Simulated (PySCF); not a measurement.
Geometries of 2 isomers of C4H9Cl2Ga, from PBE0-D3(BJ)/def2-SVP geometry optimisation, gas phase (PySCF). One conformer each, no zero-point energy, no frequencies.

**Question.** Which is lower in electronic energy at this level?
A.
```xyz
16
angstrom
Ga     0.979    1.433    1.214
Cl     3.130    1.419    1.229
Cl     0.161    3.419    1.148
C     -0.092   -0.207    1.277
C     -0.463   -0.734   -0.114
C      0.777   -1.034   -0.948
C     -1.406    0.213   -0.847
H     -0.993    0.008    1.873
H      0.509   -0.946    1.830
H     -1.001   -1.688    0.040
H      1.342   -0.109   -1.169
H      0.511   -1.488   -1.915
H      1.465   -1.717   -0.427
H     -0.926    1.190   -1.038
H     -2.320    0.407   -0.265
H     -1.707   -0.201   -1.822
```
B.
```xyz
16
angstrom
Ga     0.938    1.645   -0.041
Cl     3.058    1.888    0.221
Cl    -0.140    3.483   -0.338
C     -0.020   -0.086   -0.001
C     -0.803   -0.129    1.314
C      0.978   -1.237   -0.077
C     -0.982   -0.109   -1.190
H     -1.396   -1.061    1.365
H     -0.141   -0.117    2.195
H     -1.508    0.713    1.405
H      1.693   -1.223    0.760
H      1.561   -1.218   -1.011
H      0.441   -2.202   -0.042
H     -0.450   -0.088   -2.154
H     -1.680    0.742   -1.172
H     -1.584   -1.035   -1.166
```

**Answer.** A. That is GaCl2(iBu), `CC(C)[CH2][Ga]([Cl])[Cl]`, 2.6 kcal/mol below the other.

```json
{"SMILES": "CC(C)[CH2][Ga]([Cl])[Cl]", "atoms numbered as above": "–", "E (Eh)": "-3001.84728", "relative (kcal/mol)": "0.0", "relative (kJ/mol)": "0.0", "dipole (D)": "3.38"}
{"SMILES": "C[C](C)(C)[Ga]([Cl])[Cl]", "atoms numbered as above": "–", "E (Eh)": "-3001.84308", "relative (kcal/mol)": "2.6", "relative (kJ/mol)": "11.0", "dipole (D)": "3.09"}
```
